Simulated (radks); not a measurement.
Values are calculated unless marked as measured or tabulated.
Species: Sm2+. Configuration: [Xe] 4f6.

Level of theory: scalar-relativistic Kohn-Sham, exchange-only r2SCAN, spin-polarised, spherical densities, finite nucleus; open shells are filled with parallel spins first (spin-orbit coupling, left out, can overturn this in heavy ions); meta-GGA in the generalised Kohn-Sham scheme; Fermi nuclear charge, rms radius 5.0819 fm (a radial shooting solver on a logarithmic mesh with Libxc functionals).

Energy parts (eV):
part                  energy
total             -283648.28
kinetic            303273.04
electron-nucleus  -689919.56
Hartree            109320.58
exchange            -6322.34

Orbitals (lengths in bohr, moments of r in powers of bohr; <r^-3> diverges for s and p1/2):
orbital  occ.  eigenvalue (eV)      <r^4>      <r^2>  <r^-3>      <r>
1s up       1        -46757.89  1.319e-06  0.0007051       -  0.02275
1s down     1        -46757.89  1.319e-06  0.0007051       -  0.02275
2s up       1        -7671.450  0.0002122    0.01111       -  0.09698
2s down     1        -7671.479  0.0002122    0.01111       -  0.09698
2p up       3        -6841.003  0.0001576   0.008921   10170  0.08548
2p down     3        -6841.015  0.0001575   0.008921   10170  0.08548
3s up       1        -1698.479   0.008300    0.07407       -   0.2546
3s down     1        -1696.022   0.008266    0.07393       -   0.2543
3p up       3        -1437.310   0.008708    0.07427    2109   0.2531
3p down     3        -1434.845   0.008664    0.07410    2114   0.2528
3d up       5        -1083.520   0.007068    0.06285   285.0   0.2311
3d down     5        -1081.596   0.007014    0.06264   285.8   0.2308
4s up       1        -353.4322     0.2091     0.3793       -   0.5799
4s down     1        -346.8080     0.2085     0.3788       -   0.5796
4p up       3        -267.0876     0.2744     0.4282   458.9   0.6138
4p down     3        -260.3740     0.2741     0.4277   459.1   0.6134
4d up       5        -145.3873     0.4480     0.5234   51.71   0.6716
4d down     5        -138.5476     0.4533     0.5245   51.69   0.6719
4f up       6         -15.7723      4.779      1.260   6.278   0.9702
4f down     0          -9.7063      11.16      1.684   5.759    1.082
5s up       1         -58.1553      7.281      2.221       -    1.406
5s down     1         -54.3371      8.231      2.349       -    1.445
5p up       3         -37.2044      13.86      3.007   62.40    1.630
5p down     3         -34.4007      15.94      3.213   55.89    1.684
5d up       0         -12.5555      99.96      7.476   3.346    2.522
5d down     0         -10.9247      127.0      8.257   2.940    2.638
6s up       0         -12.3951      341.4      15.29       -    3.697
6p up       0          -8.7914      815.4      23.62   6.616    4.599

The highest occupied level is 4f up at -15.772 eV. Spin moment in Bohr magnetons: 6. The electron density at the nucleus is 5.565e+05 e/bohr^3 (large components only). The density falls to 0.001 e/bohr^3 at r = 3.51 bohr. The spin density at the nucleus is 5.52 e/bohr^3 (1s 0.01, 2s -0.27, 3s -13.83, 4s -0.36, 5s 19.98).
